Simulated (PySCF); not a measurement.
C2H8BN, SMILES CB(N)C. Coordinates come from a PBE-D3(BJ)/def2-SVP optimisation. Other conformers were not sampled.

Calculation: PySCF with PBE-D3(BJ)/def2-SVP.

Harmonic wavenumbers (cm⁻¹): 81, 134, 299, 354, 380, 532, 572, 708, 760, 789, 849, 879, 911, 1163, 1254, 1296, 1333, 1379, 1385, 1398, 1427, 1551, 2956, 2960, 3034, 3038, 3051, 3052, 3501, 3603. Rotational constants (GHz): 8.126, 7.293, 4.037; symmetry number 2.

Task: Work out the zero-point energy and the ideal-gas rigid-rotor harmonic-oscillator thermochemistry at 298.15 K and 1 atm.

Result: ZPE = ½ Σ hcν = ½ × 44628 cm⁻¹ = 266.93 kJ/mol. H − E(el) = 285.97 kJ/mol. Entropy in J/(mol K): translation 159.15, rotation 97.63, vibration 53.92, total 310.70. G − E(el) = 193.34 kJ/mol. Cp = 99.68 J/(mol K). Modes under 150 cm⁻¹ make the vibrational entropy uncertain.
